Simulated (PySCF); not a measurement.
SMILES C[SiH2]N[Si](C)(O)O, GFN2-xTB optimised geometry.

```
18

Si     0.95     0.91     0.00
C      2.85     0.91     0.00
N      0.45     0.14    -1.46
Si    -1.18    -0.12    -1.98
C     -2.21    -1.26    -0.87
O     -0.94    -0.73    -3.48
O     -2.02     1.27    -1.99
H      0.43     2.29     0.00
H      0.45     0.22     1.20
H      3.25     1.41    -0.88
H      3.25    -0.10     0.02
H      3.23     1.43     0.87
H      1.13    -0.40    -1.95
H     -3.25    -1.26    -1.16
H     -2.15    -0.94     0.16
H     -1.85    -2.29    -0.92
H     -1.69    -0.95    -4.03
H     -1.60     2.07    -2.30
```

Density from CAM-B3LYP/def2-SVP (PySCF) at that geometry.

Minimum of the electron density along straight lines between bonded atoms, close to the bond critical point (lines longer than 1.1 times the sum of covalent radii, or with two minima, are not listed):

```tsv
bond	length / Å	ρ at the minimum / e bohr⁻³	∇²ρ there / e bohr⁻⁵	position (fraction from the first atom)
Si1–C2	1.895	0.113	0.33	0.38
Si1–N3	1.725	0.122	0.72	0.40
N3–Si4	1.730	0.123	0.70	0.60
Si4–C5	1.892	0.116	0.32	0.38
Si4–O6	1.637	0.127	1.04	0.41
Si4–O7	1.630	0.129	1.07	0.41
Si1–H8	1.470	0.117	0.33	0.49
Si1–H9	1.472	0.116	0.32	0.49
C2–H10	1.086	0.272	-0.99	0.63
C2–H11	1.086	0.272	-0.98	0.63
C2–H12	1.085	0.273	-0.99	0.63
N3–H13	1.006	0.327	-1.49	0.77
C5–H14	1.085	0.272	-0.98	0.63
C5–H15	1.084	0.273	-0.99	0.63
C5–H16	1.085	0.272	-0.98	0.63
O6–H17	0.953	0.355	-2.46	0.82
O7–H18	0.954	0.354	-2.48	0.82
```
